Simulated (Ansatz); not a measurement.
Ansatz (a quantum-chemistry and plane-wave program) input:

Ansatz 0.2 input:
```yaml
crystal:
  periodic: [false, false, false]
  atoms:
    - {symbol: N, position_ang: [2.09548363, 0.34716374, 0.27637639]}
    - {symbol: Si, position_ang: [0.95473084, -0.67173944, -0.53175599]}
    - {symbol: Si, position_ang: [-1.18536770, -0.28050120, 0.32972517]}
    - {symbol: N, position_ang: [-1.52953051, 1.37589245, -0.05418185]}
    - {symbol: H, position_ang: [1.90188824, 1.32804923, 0.40593754]}
    - {symbol: H, position_ang: [3.08418152, 0.15272967, 0.28142032]}
    - {symbol: H, position_ang: [1.44934003, -2.06863244, -0.36282097]}
    - {symbol: H, position_ang: [-2.11179037, -1.29133005, -0.25932118]}
    - {symbol: H, position_ang: [-1.31073721, -0.38116571, 1.80725165]}
    - {symbol: H, position_ang: [-2.28939791, 1.84742271, 0.41307632]}
    - {symbol: H, position_ang: [-1.45624001, 1.68290230, -1.01247405]}
basis:
  gaussian:
    orbitals: def2-TZVPD
hamiltonian:
  xc: {name: PBE}
magnetization: {spin_polarized: true, initial_magnetization: 1}
output: {forces: true}
```

Problem. What final total energy does it print?

Solution. -692.33506 Eh (PBE/def2-TZVPD). The basis has 223 functions.

It need not be the lowest isomer of its formula.
